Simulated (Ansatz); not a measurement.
```yaml
crystal:
  periodic: [true, true, true]
  atoms:
    - {symbol: C, position_ang: [-0.289640, -2.553694, 0.755884]}
    - {symbol: C, position_ang: [-1.046463, -1.119346, 1.164449]}
    - {symbol: C, position_ang: [-1.865683, -0.612885, 0.376694]}
    - {symbol: Sn, position_ang: [0.838419, 0.068843, 1.590106]}
    - {symbol: C, position_ang: [0.571897, 1.383949, -0.286064]}
    - {symbol: C, position_ang: [1.339359, 0.566531, -1.424415]}
    - {symbol: C, position_ang: [1.393936, 2.571926, -0.298668]}
    - {symbol: H, position_ang: [-0.073245, -2.416675, -0.294454]}
    - {symbol: H, position_ang: [-1.192998, -3.197210, 0.659480]}
    - {symbol: H, position_ang: [0.282744, -3.100421, 1.410613]}
    - {symbol: H, position_ang: [-1.274131, -1.264526, 2.321001]}
    - {symbol: H, position_ang: [-1.652367, -0.541571, -0.701083]}
    - {symbol: H, position_ang: [-2.978465, -1.296997, 0.272819]}
    - {symbol: H, position_ang: [-2.546154, 0.274612, 0.741459]}
    - {symbol: H, position_ang: [-0.439343, 1.478067, -0.467719]}
    - {symbol: H, position_ang: [0.536287, -0.255711, -1.453186]}
    - {symbol: H, position_ang: [2.362733, -0.000519, -1.220484]}
    - {symbol: H, position_ang: [1.193714, 1.053886, -2.464643]}
    - {symbol: H, position_ang: [1.140459, 3.394744, 0.775120]}
    - {symbol: H, position_ang: [1.403358, 3.109068, -1.117181]}
    - {symbol: H, position_ang: [2.598419, 2.392766, 0.077417]}
basis:
  gaussian: {orbitals: def2-TZVPD, fitting: {mean_field: def2-universal-jkfit}}
hamiltonian: {xc: {name: r2SCANh}}
output: {forces: true}
```

```sh
$ ansatz run in.yaml --threads 2 --pin off --events-out ev --progress --plain --max-ram 32768MiB --backend cuda --devices 0, --max-vram 18GiB
```

It prints (some lines left out):

```
Error: YAML parse error: error: line 2 column 3: crystal: missing field `lattice` (a structure is typed as `lattice` and `atoms`, a molecule's as `atoms` in Å alone, or read from a run's directory, `checkpoint`)
 --> <input>:2:3
1 | crystal:
2 |   periodic: [true, true, true]
3 |   atoms:
4 |     - {symbol: C, position_ang: [-0.289640, -2.553694, 0.755884]}
```

Q: What is wrong with this run?

A: The molecule is marked periodic without a cell. The program refused the input.
